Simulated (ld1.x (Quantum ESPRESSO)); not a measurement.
## ytterbium: what ld1.x (Quantum ESPRESSO) 7.5 does with a changed input

Command:

```bash
ld1.x < Yb.in > Yb.out
```

Input:

```
&input
   title='Yb', zed=70., rel=1, dft='PBE', iswitch=3,
   config='[Xe] 4f13 5d1 6s1.5 6p0.5',
   nld=3, rlderiv=4.55, eminld=-2.0, emaxld=5.0, deld=0.02
 /
 &inputp
   pseudotype=3, tm=.true., lloc=1,
   nlcc=.true.,
   file_pseudopw='Yb.pp', file_wfcaegen='ae.wfc', file_wfcncgen='nc.wfc'
 /
3
6S  1  0   1.50   0.00  2.50  2.50  0.0
5D  3  2   1.00   0.00  3.25  3.25  0.0
6P  2  1   0.50   0.00  4.20  4.20  0.0
 &test
   configts(1)='5d1 6s1.5 6p0.5'
 /
```

This is an input that runs to its end, with one change: pseudotype changed from 1 to 3.

Question: How does the run end?

Answer: The program runs through. The occupied levels of the test differ from the all-electron ones by at most 0.00000 Ry (unchanged input: 0.00000 Ry).

```
      Wfc   6S  rcut= 2.526  Using Troullier-Martins method

      Wfc   5D  rcut= 3.243  Using Troullier-Martins method

     ------------------- End of pseudopotential generation -------------------

     Computing logarithmic derivative in   4.57348
     Computing logarithmic derivative in   4.57348
     Computing the partial wave expansion
     R is outside the sphere for l=    0 j= 0.00
       no projector for channel:   1
     R is outside the sphere for l=    2 j= 0.00

     ---------------------- Testing the pseudopotential ----------------------

     Yb
     scalar relativistic calculation

     atomic number is 70.00   valence charge is  3.00
     dft =PBE   lsd =0 sic =0 latt =0  beta=0.20 tr2=1.0E-14
     mesh =1269 r(mesh) =  99.63413 xmin = -7.00 dx = 0.01250

     n l     nl             e AE (Ry)        e PS (Ry)    De AE-PS (Ry)
     3 2     5D   1( 1.00)       -0.17777       -0.17777        0.00000
     1 0     6S   1( 1.50)       -0.36801       -0.36801       -0.00000
     2 1     6P   1( 0.50)       -0.12276       -0.12277        0.00000

     eps = 8.7E-15  iter = 13

     Etot =  -28119.127107 Ry,  -14059.563553 Ha, -382580.214304 eV
     Etotps =    -5.176662 Ry,      -2.588331 Ha,     -70.432072 eV

     Ekin =       2.219930 Ry,       1.109965 Ha,      30.203693 eV
     Encl =      -4.161311 Ry,      -2.080655 Ha,     -56.617519 eV
     Ehrt =       2.245553 Ry,       1.122777 Ha,      30.552309 eV
     Ecxc =      -3.620069 Ry,      -1.810035 Ha,     -49.253552 eV
     (Ecc =      -2.313257 Ry,      -1.156628 Ha,     -31.473460 eV)
     Epseu=      -1.860765 Ry,      -0.930383 Ha,     -25.317004 eV

     ---------------------- End of pseudopotential test ----------------------
```
